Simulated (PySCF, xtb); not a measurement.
Ta(O)(OH)2(NH2) (H4NO3Ta), SMILES [NH2][Ta](=[O])([OH])[OH], multiplicity 1.

GFN2-xTB run with xtb at its own geometry gives an orbital gap of 4.52 eV and a dipole moment of 4.51 D.

The structure is a stationary point at B3LYP-D3(BJ)/def2-SVP. The spin state was assumed, not searched. The structure was generated by enumeration; whether it is a known compound was not checked. The def2 effective core potentials stand for the cores of Ta; spin–orbit coupling is left out. Other conformers were not sampled.

What does PBE/def2-TZVP run with PySCF give? (Estimate from the structure and the level; the computed values follow.)

gap 5.21 eV (levels -6.34 and -1.14 eV), dipole 1.61 D.
